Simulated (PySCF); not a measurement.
**Spinor energies of W⁶⁹⁺ (tungsten, charge +69)**

Start: [He] 2s2 2p1; 2p1/2 filled at m_j = +1/2. Calculated with PySCF 2.14 in an even-tempered Gaussian basis (16 s from 56 bohr⁻², ratio 2.4; 13 p from 72 bohr⁻², ratio 2.4; 5 d from 230 bohr⁻², ratio 2.6; 4 f from 350 bohr⁻², ratio 2.6): generalised Hartree-Fock with the X2C-1e Hamiltonian and a Gaussian nucleus; one run each with spin-orbit coupling (SO) switched off, then screened by Boettger's factors.

```tsv
spinor shell	electrons	ε, spin-free (eV)	ε, screened SO (eV)	weight of nominal j (screened SO)	rms radius, screened SO (bohr)
1s1/2	2	-77973.7	-77936.6	1.000	0.0207
2s1/2	2	-19058.7	-19047.3	1.000	0.0805
2p1/2	1	-17795.8	-18852.1	1.000	0.0677
```

```csv
quantity,spin-free,screened SO
E (hartree),-7979.90384,-8018.71728
M_J,1/2,1/2
⟨J²⟩,1.101,0.750
⟨L²⟩,2.000,2.000
⟨S²⟩,0.750,0.750
```

Each row is a mean over spinors that exchange with the open shell spreads, by up to 20.846 eV (2s1/2).

Breit and QED terms are absent; they matter most for the inner s and p1/2 levels.

Densities and radii are taken from the X2C orbitals without a picture-change correction, which distorts them close to the nucleus.

Without spin-orbit coupling the j labels of p, d and f shells carry no meaning; the spin-free column gives the mean over the occupied spinors of each nl shell, and its ⟨J²⟩ belongs to a mixture of degenerate components.
